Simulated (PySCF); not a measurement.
Compound: C9H9BF2.
Numbering: `[F:1][B:2]([F:3])[c:4]1[cH:5][cH:6][c:7]([CH:8]2[CH2:9][CH2:10]2)[cH:11][cH:12]1` (hydrogens: H13 on C5; H14 on C6; H15 on C8; H16, H17 on C9; H18, H19 on C10; H20 on C11; H21 on C12)

Computed, not measured: PySCF 2.14.0, PBE0-D3(BJ)/def2-SVP geometry optimisation, gas phase.

(1) List the bond lengths, angles and torsions at this level.

Results:

(1) 
```csv
bond,length (Å)
"F1–B2, B2–F3",1.323
B2–C4,1.543
"C4–C5, C4–C12",1.404
"C5–C6, C11–C12",1.389
"C6–C7, C7–C11",1.403
C7–C8,1.483
"C8–C9, C8–C10",1.509
C9–C10,1.489
"C5–H13, C12–H21",1.093
"C6–H14, C11–H20",1.093
C8–H15,1.094
"C9–H16, C10–H19",1.093
"C9–H17, C10–H18",1.094
```

Bonds in one row agree within 0.01 Å and their mean is given. A selection of angles:
```csv
angle,degrees
F1–B2–F3,116.4
F1–B2–C4,121.9
B2–C4–C5,120.8
C5–C4–C12,118.0
C4–C5–C6,121.1
C5–C6–C7,120.8
C6–C7–C8,122.1
C6–C7–C11,118.2
C8–C7–C11,119.7
C7–C8–C9,121.1
C9–C8–C10,59.1
C8–C9–C10,60.4
```

Torsions: F1–B2–C4–C5 0° (synperiplanar); C6–C7–C8–C9 35° (synclinal); C7–C8–C9–C10 -110° (anticlinal); C7–C8–C10–C9 110° (anticlinal).

The 6-membered ring C4–C5–C6–C7–C11–C12 has internal angles of 118.0° to 121.1°; it is planar, 0.00 Å rms from its mean plane, widest ring torsion 0°. The 3-membered ring C8–C9–C10 has internal angles of 59.1° to 60.4°. The C–C distances run from 1.388 Å (C5–C6, aromatic) to 1.510 Å (C8–C10, drawn single), a spread of 0.122 Å. Of the pairs four or more bonds apart, H14···H17 is among the closest relative to their van der Waals radii: 2.32 Å, 97 % of the sum of Bondi's values. B2 (three-coordinate boron) is planar (angles 121.9°, 121.7° and 116.4°, sum 360.0°, 0.00 Å off the plane of its three neighbours).

Point group: Cs (tolerance 0.08 Å). Not checked by PBE0-D3(BJ)/def2-SVP frequencies. The numbers are those of one conformer.

Hardware: one thread of an Arm Neoverse V2, shared host. Cost: 3.2 min wall. These figures are those of the optimisation.
